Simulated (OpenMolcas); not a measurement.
## Cr2+: moving or changing the point charges

Cr2+ among 6 point charges of -1.5 e arranged as a tetragonal octahedron (D4h), 1.79 Å from the ion, with the axial distance 1.593 Å. The active orbitals were held to one l.
```
   1.7900    0.0000    0.0000  -1.50
   0.0000    1.7900    0.0000  -1.50
  -1.7900    0.0000    0.0000  -1.50
   0.0000   -1.7900    0.0000  -1.50
   0.0000    0.0000    1.5931  -1.50
   0.0000    0.0000   -1.5931  -1.50
```

```
Program             : OpenMolcas
Method              : CASSCF
Basis               : ANO-RCC-VDZP [5s4p2d1f]
Scalar Hamiltonian  : DKH2, point nucleus
Active space        : 4 electrons in 5 orbitals (3d)
State averaging     : 2S+1 = 5 even, 5 roots; 2S+1 = 3 even, 45 roots; 2S+1 = 1 even, 50 roots
Spin-orbit coupling : RASSI with atomic mean-field integrals over the reference wave functions
```

Runs around this geometry, states (labels of D4, the rotations of D4h). Energies in cm-1 above the lowest state or level, χT in cm3 K/mol.

```json
{"R (Å)": "1.79", "Axial / equatorial distance": "0.82", "Ground state": "5A1", "First state of that spin": "5B1 13515", "First gap with spin-orbit (degeneracies)": "2.1 (1, 2)", "χT at 300 K": "2.980", "First state of another spin": "3A2 11920"}
{"R (Å)": "1.62", "Axial / equatorial distance": "0.89", "Ground state": "5A1", "First state of that spin": "5B1 8987", "First gap with spin-orbit (degeneracies)": "2.7 (1, 2)", "χT at 300 K": "2.984", "First state of another spin": "3A2 7613"}
{"R (Å)": "1.79", "Axial / equatorial distance": "0.89", "Ground state": "5A1", "First state of that spin": "5B1 7151", "First gap with spin-orbit (degeneracies)": "2.3 (1, 2)", "χT at 300 K": "2.972", "First state of another spin": "3A2 12273"}
```

Taking the first state of the same spin as R^-n, n = -ln(7151 / 8987) / ln(1.79 / 1.62) = 2.3 between the shortest and longest distance.

Without dynamic correlation the repulsion within the d shell is too large (B by tens of per cent), so at a given field states of lower spin stand too high. This shell can be high or low spin here, a state of another spin lies low, and with metal d orbitals alone active their balance is uncertain, so the ground spin may be wrong (holds for R = 1.62, ratio = 0.89). This is an electrostatic model: the charges have no orbitals. No measured value stands beside these numbers.
